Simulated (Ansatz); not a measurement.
Cost and result up the ladder for Zr₆O₂₀H₁₆ (42 atoms). The state is a singlet with charge 0. Geometry: PBE-D4/def2-SVP.

```tsv
atom	x (Å)	y (Å)	z (Å)
Zr1	-1.435	1.200	-2.383
Zr2	1.785	0.346	-0.752
Zr3	0.915	0.913	2.440
Zr4	-0.614	-1.908	-2.648
Zr5	-2.126	0.978	1.076
Zr6	-0.323	-1.733	0.681
O7	3.721	-0.161	-0.635
O8	2.352	0.652	-2.740
O9	1.643	2.374	3.611
O10	2.171	1.726	0.883
O11	-0.046	-3.249	1.903
O12	1.673	-0.948	1.306
O13	0.450	1.926	-1.725
O14	0.760	-1.437	-1.175
O15	0.008	-0.115	-3.516
O16	-1.077	-3.074	-0.876
O17	1.507	-0.293	3.940
O18	-0.840	2.212	2.261
O19	-0.084	0.445	0.455
O20	-0.908	-0.505	2.509
O21	-2.154	2.280	-3.818
O22	-3.740	1.323	2.111
O23	-2.142	-0.727	-2.251
O24	-2.377	1.722	-0.713
O25	-0.660	-3.251	-4.061
O26	-2.371	-1.039	0.423
H27	4.134	-0.550	0.153
H28	3.232	0.266	-2.911
H29	1.663	3.310	3.349
H30	3.078	2.025	1.070
H31	0.312	-3.362	2.798
H32	2.296	-1.514	1.799
H33	1.041	2.211	-2.456
H34	0.988	0.159	-3.462
H35	-1.860	-3.628	-0.705
H36	1.881	0.230	4.675
H37	-1.133	2.769	3.002
H38	-1.138	-0.939	3.350
H39	-2.826	2.839	-4.232
H40	-4.545	1.442	2.631
H41	-0.634	-3.864	-4.808
H42	-2.580	-1.050	-0.560
```

Ansatz on 2 threads of AMD EPYC 7R13 on a shared host and a share (18 GiB) of an NVIDIA H100 80GB HBM3. Times are rough, and most runs start from the orbitals of an earlier one. No level here is sound enough to serve as a yardstick. Binding counts from free atoms at the same level (Zr triplet, O triplet, H doublet; other spins of the atoms weren't run), without zero-point energy or a counterpoise term.

In the def2 sets Zr takes a core potential; there is no spin–orbit coupling. Correlated methods freeze 20 core orbitals; core or outer-core shells of Zr are correlated, in sets that lack core-valence functions. The rows differ in basis, and correlated rows in double-zeta sets carry the largest basis error. Single mean-field runs in def2-SVP, def2-TZVP are fitted with def2-universal-jkfit.

Correlated methods converge slowly with the basis, most of all in double-zeta sets.

```
                         level  functions  binding energy per atom (eV)
             PBE0-D4/def2-TZVP        956                          4.94
              ωB97X-V/def2-SVP        546                          5.13
PBE0-D4/def2-SVP (with forces)        546                          5.03
                  MP2/def2-SVP        546                          5.03
              BLYP-D4/def2-SVP        546                          5.16
```

(1) Estimate how long each takes.

Answers

(1) BLYP-D4/def2-SVP 6.5 s; MP2/def2-SVP 7 s; PBE0-D4/def2-TZVP 9 s; PBE0-D4/def2-SVP (with forces) 9 s; ωB97X-V/def2-SVP 19 s. On shared hardware such times vary by a factor of up to 3.
